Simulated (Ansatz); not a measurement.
`C=C/N=C\[SeH]` + `[CH3][AlH][CH3]` → `[CH3][Al]([CH3])[SeH]` + `C=CN=C`  (formal exchange of groups at the Se–C bond)

Computed with Ansatz on PBE0-D4/def2-TZVP structures; ΔE is electronic, products minus reactants. CBS: MP2 limit from def2 TZ/QZ plus the TZ coupled-cluster correction, frozen cores. DFT in def2-TZVPP. B3LYP here is the variant with VWN-RPA as its local correlation; programs differ in this. For Se outer-core shells are correlated without core-valence functions, which leaves a few kJ/mol of doubt a bond. Scalar relativity is left out up to krypton. One conformer a species, not always the lowest.

```csv
level,ΔE (kJ/mol),difference from CCSD(T)/CBS
PBE-D4,-145.6,18.3
r2SCAN-D4,-154.4,9.5
B3LYP-D4,-153.5,10.4
ωB97X-V,-157.4,6.5
PBE,-148.8,15.1
B3LYP,-158.9,5.0
HF/def2-TZVPP,-183.4,-19.5
MP2/def2-TZVPP,-157.8,6.1
CCSD/def2-TZVPP,-165.4,-1.5
CCSD(T)/def2-TZVPP,-161.0,2.9
CCSD(T)/CBS,-163.9,0
```

Largest T1 diagnostic among the species: 0.013.

The D4 term adds +5.4 kJ/mol with B3LYP and +2.5 kJ/mol with PBE0; it sums over pairs of atoms, weighted by their polarisabilities, and B3LYP, whose exchange is more repulsive, gets the larger term. From PBE to PBE0 (25 % exact exchange), in def2-TZVPP and without D4, ΔE moves by −11.3 kJ/mol. In def2-TZVPP, CCSD(T) changes the Hartree–Fock value by +22.4 kJ/mol (the triples alone add +4.4 kJ/mol) and MP2 by +25.6 kJ/mol.
